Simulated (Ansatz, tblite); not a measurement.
Forces on (Br2Ga-mu-SH)2 (Ga₂H₂S₂Br₄) at its r2SCAN-D4/def2-SVP geometry. Charge 0, multiplicity 1.

The xTB rows come from tblite.

GFN2-xTB (tblite), largest force 0.82 eV/Å:

```xyz
10
positions Å, forces eV/Å
Ga   -1.320   -0.489    0.823   -0.475   -0.182    0.296
Br   -1.895   -2.670    1.164   -0.071   -0.119    0.043
Br   -2.554    1.279    1.613   -0.070    0.097    0.045
S     0.959   -0.193    1.486    0.360    0.340    0.658
Ga    1.380   -0.077   -0.866    0.497   -0.033   -0.312
Br    2.389   -2.018   -1.516    0.093   -0.094   -0.059
Br    2.208    2.005   -1.366    0.048    0.115   -0.029
S    -0.921   -0.166   -1.513   -0.433    0.352   -0.606
H     0.845    1.151    1.630    0.033   -0.238   -0.005
H    -1.090    1.179   -1.455    0.017   -0.238   -0.030
```

PBE0-D4/def2-TZVP (Ansatz), largest force 0.27 eV/Å:

```
Ga 0.131 0.092 -0.081
Br 0.008 0.036 -0.005
Br 0.027 -0.061 -0.018
S -0.107 0.213 -0.119
Ga -0.146 0.050 0.092
Br -0.015 0.032 0.010
Br -0.014 -0.067 0.008
S 0.062 0.210 0.151
H 0.008 -0.253 -0.049
H 0.045 -0.253 0.011
```

CAM-B3LYP-D4/def2-TZVP (Ansatz), largest force 0.42 eV/Å:

```
Ga 0.092 0.061 -0.057
Br 0.002 0.050 -0.001
Br 0.034 -0.083 -0.022
S -0.160 0.343 -0.171
Ga -0.102 0.032 0.064
Br -0.013 0.047 0.008
Br -0.015 -0.091 0.009
S 0.088 0.339 0.223
H 0.038 -0.349 -0.025
H 0.036 -0.349 -0.028
```
